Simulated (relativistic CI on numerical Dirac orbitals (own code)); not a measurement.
# Line list: Electric-dipole lines, K8+

These numbers are calculated, not measured: Dirac-Coulomb-Breit CI, KLI orbitals optimised for each configuration, a model potential for QED, unscaled Slater integrals (own radial code, finite nucleus).

Configurations in the expansion (outside the closed core [Ne]): 3s, 3p, 3d, 4s, 4p, 4d, 4f, 5s, 5p, 5d, 5f, 5g, 6s, 6p, 6d. Levels of other configurations are missing.

```
λ vac (nm)           Lower           Upper   A (s⁻¹)        gf  Branching (%)
    14.664    3d ²D3/2 [4]  5f ²F°5/2 [18]  3.64e+10  7.05e-01           65.7
    14.668    3d ²D5/2 [5]  5f ²F°7/2 [19]  3.90e+10  1.01e+00           70.4
    20.760    3d ²D3/2 [4]  4f ²F°5/2 [11]  9.36e+10  3.63e+00           93.3
    20.767    3d ²D5/2 [5]  4f ²F°7/2 [12]  1.00e+11  5.18e+00          100.0
    44.849    4d ²D3/2 [9]  5f ²F°5/2 [18]  1.53e+10  2.76e+00           27.6
    44.865   4d ²D5/2 [10]  5f ²F°7/2 [19]  1.64e+10  3.95e+00           29.5
    45.899   3p ²P°1/2 [2]    3d ²D3/2 [4]  7.61e+09  9.62e-01           84.0
    46.650   3p ²P°3/2 [3]    3d ²D5/2 [5]  8.73e+09  1.71e+00          100.0
    49.789  4f ²F°5/2 [11]   5g ²G7/2 [20]  2.70e+10  8.04e+00           96.4
    49.797  4f ²F°7/2 [12]   5g ²G9/2 [21]  2.80e+10  1.04e+01          100.0
    62.116    3s ²S1/2 [1]   3p ²P°3/2 [3]  3.24e+09  7.49e-01          100.0
    127.34   4p ²P°1/2 [7]    4d ²D3/2 [9]  1.51e+09  1.47e+00            5.2
    129.45   4p ²P°3/2 [8]   4d ²D5/2 [10]  1.73e+09  2.61e+00            5.9
    164.24    4s ²S1/2 [6]   4p ²P°3/2 [8]  6.70e+08  1.08e+00            2.5
    266.77  5p ²P°1/2 [14]   5d ²D3/2 [16]  4.53e+08  1.94e+00            1.8
    271.19  5p ²P°3/2 [15]   5d ²D5/2 [17]  5.20e+08  3.44e+00            2.0
    341.28   5s ²S1/2 [13]  5p ²P°3/2 [15]  2.02e+08  1.41e+00            0.9
    479.67  6p ²P°1/2 [23]   6d ²D3/2 [25]  1.72e+08  2.38e+00            0.9
    487.59  6p ²P°3/2 [24]   6d ²D5/2 [26]  1.98e+08  4.23e+00            1.0
    613.95   6s ²S1/2 [22]  6p ²P°3/2 [24]  7.68e+07  1.74e+00            0.5
```

Terms are leading LS components. Brackets give the number of a level in order of energy, since labels repeat. The list gives strong lines, with weight on those to low levels, without lines whose two gauges differ by over a factor of 2.5. Levels whose partners in the same complex of configurations lie outside the list can be far off, and so can their lines. Rates are taken at the computed energies, electric ones in the length gauge.

At this charge configurations can still be misplaced by up to about 7 % of their energy.
